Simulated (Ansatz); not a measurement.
The cluster Cu₂Br, relaxed as a doublet with UKS PBE0-D4/def2-TZVP in Ansatz, starting from the GFN2-xTB geometry. Force threshold 0.02 eV/Å.

Another isomer (doublet) lies 0.60 eV lower at PBE0-D4/def2-TZVP; other spin states weren't run for this one.

Start:

Cartesian coordinates in Å:
```
Cu 1.0358 2.1353 -0.8294
Cu -1.1677 -2.4055 0.9367
Br 0.1319 0.2703 -0.1073
```

| step | energy (eV) | largest force component (eV/Å) | SCF passes |
| --- | --- | --- | --- |
| 1 | -159307.1627 | 0.521 | 21 |
| 2 | -159307.1818 | 0.381 | 29 |
| 3 | -159307.3134 | 0.430 | 31 |
| 4 | -159307.4822 | 0.361 | 32 |
| 5 (rejected) | -159307.3584 | 1.507 | 38 |
| 6 | -159307.5180 | 0.037 | 33 |
| 7 | -159307.5181 | 0.001 | 24 |
| 8 | -159307.5182 | 0.004 | 26 |
| 9 | -159307.5185 | 0.009 | 26 |
| 10 | -159307.5186 | 0.008 | 19 |
| 11 | -159307.5189 | 0.011 | 28 |
| 12 | -159307.5194 | 0.014 | 27 |

Force components are those of the run's own axes.

End:

Cartesian coordinates in Å:
```
Cu 0.948 2.002 -0.713
Cu -0.969 -1.949 0.824
Br 0.021 -0.053 -0.111
```

By distances, no bond broke or formed. The bond that changes most is Cu2–Br3, from 3.15 to 2.33 Å (atoms count from 1).

The force fell under the threshold at step 7, but the optimiser went on. No frequencies were taken in this run, so the end may be a saddle point.

Run time 41 s (4 threads of Arm Neoverse V2 on a shared host).
